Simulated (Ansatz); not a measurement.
C3H11AlO2 (`C[O][Al-]([CH3])([CH3])[OH2+]`): the same geometry under several functionals.

```yaml
crystal:
  periodic: [false, false, false]
  atoms:
    - {symbol: C, position_ang: [-1.321988, -1.976785, 0.623621]}
    - {symbol: O, position_ang: [-0.336127, -1.020211, 0.856303]}
    - {symbol: Al, position_ang: [0.232337, 0.316586, -0.123171]}
    - {symbol: C, position_ang: [2.048090, 0.171019, -0.858577]}
    - {symbol: C, position_ang: [-1.148554, 1.359524, -1.038428]}
    - {symbol: O, position_ang: [0.582974, 1.159916, 1.665539]}
    - {symbol: H, position_ang: [-1.693578, -2.377889, 1.573549]}
    - {symbol: H, position_ang: [-0.934375, -2.822864, 0.040773]}
    - {symbol: H, position_ang: [-2.183920, -1.564613, 0.080584]}
    - {symbol: H, position_ang: [2.496709, 1.149445, -1.064746]}
    - {symbol: H, position_ang: [2.039722, -0.366208, -1.813335]}
    - {symbol: H, position_ang: [2.732966, -0.376903, -0.202279]}
    - {symbol: H, position_ang: [-0.777353, 2.339430, -1.355864]}
    - {symbol: H, position_ang: [-2.026256, 1.530751, -0.407352]}
    - {symbol: H, position_ang: [-1.500218, 0.852183, -1.943650]}
    - {symbol: H, position_ang: [1.514865, 1.266415, 1.883218]}
    - {symbol: H, position_ang: [0.255706, 0.359603, 2.124015]}
basis:
  gaussian: {orbitals: def2-TZVPP}
hamiltonian: {xc: {name: r2SCANh}, dispersion: d4}
output: {orbitals: {seedname: orbitals}}
```

```sh
$ ansatz run in.yaml --threads 4 --pin off --events-out ev --progress --plain --max-ram 11315MiB
```

Output, abridged:

```
Functional definition: r2SCANh
1760 factors; their error is unknown
mean field evaluation 1: about -13961.6875 eV, gradient 1.0e2 eV
mean field evaluation 2: about -13945.8501 eV, gradient 1.3e2 eV
mean field evaluation 4: about -13982.0508 eV, gradient 7.1e0 eV
mean field evaluation 8: about -13982.1517 eV, gradient 2.1e-1 eV
mean field evaluation 16: about -13982.1341 eV, gradient 1.9e-4 eV
mean field -13982.13411518 eV, -513.8339513020 hartree, gradient 3.1e-5 eV, S^2 0.000000; 0 other end points of the search recorded, 0 dependent functions left out
reference -13982.13412947 eV, -513.8339518270 hartree; 29, 29 occupied and 322, 322 virtual orbitals, 1760 factors
Total energy: -13982.22658635 eV, -513.8373495549 hartree
```

Run time 8 s (4 threads of an Arm Neoverse V2 on a shared host); peak host memory 1.1 GiB.

With the line `hamiltonian: {xc: {name: B2PLYP}}` (abridged; 9.5 s):

```
Functional definition: B2PLYP
mean field evaluation 16: about -13968.4316 eV, gradient 1.6e-4 eV
mean field -13968.43156408 eV, -513.3303918368 hartree, gradient 7.1e-6 eV, S^2 0.000000
10 core orbitals not correlated: weight in the atoms' cores, before any rotation towards them, 1.000 or more for the frozen orbitals, at most 0.000 for the correlated occupied ones
second order -36.64345082 eV of doubles, -0.00000000 eV of singles
Total energy: -13978.32552037 eV, -513.6939880242 hartree
```

The same input with `hamiltonian: {xc: {name: r2SCAN0}, dispersion: d4}` (abridged; 8 s):

```
Functional definition: r2SCAN0
mean field evaluation 16: about -13981.5581 eV, gradient 5.8e-5 eV
mean field -13981.55813016 eV, -513.8127842427 hartree, gradient 1.9e-5 eV, S^2 0.000000
Total energy: -13981.65940398 eV, -513.8165059872 hartree
```

With the line `hamiltonian: {xc: {name: wB97X-V}}` (abridged; 12 s):

```
Functional definition: wB97X-V
mean field evaluation 16: about -13983.9322 eV, gradient 4.3e-5 eV
mean field -13983.93217398 eV, -513.9000287441 hartree, gradient 4.3e-5 eV, S^2 0.000000
Total energy: -13983.93217144 eV, -513.9000286509 hartree
```

With the line `hamiltonian: {xc: {name: LC-wPBE}}` (abridged; 4 s):

```
Functional definition: LC-wPBE
mean field evaluation 16: about -13980.9327 eV, gradient 5.6e-5 eV
mean field -13980.93267411 eV, -513.7897991569 hartree, gradient 5.6e-5 eV, S^2 0.000000
Total energy: -13980.93267412 eV, -513.7897991573 hartree
```

The same input with `hamiltonian: {xc: {name: BLYP}, dispersion: d4}` (abridged; 3.2 s):

```
Functional definition: BLYP
mean field evaluation 16: about -13984.5394 eV, gradient 8.4e-4 eV
mean field -13984.53936415 eV, -513.9223425714 hartree, gradient 5.8e-5 eV, S^2 0.000000
Total energy: -13985.21361909 eV, -513.9471209831 hartree
```
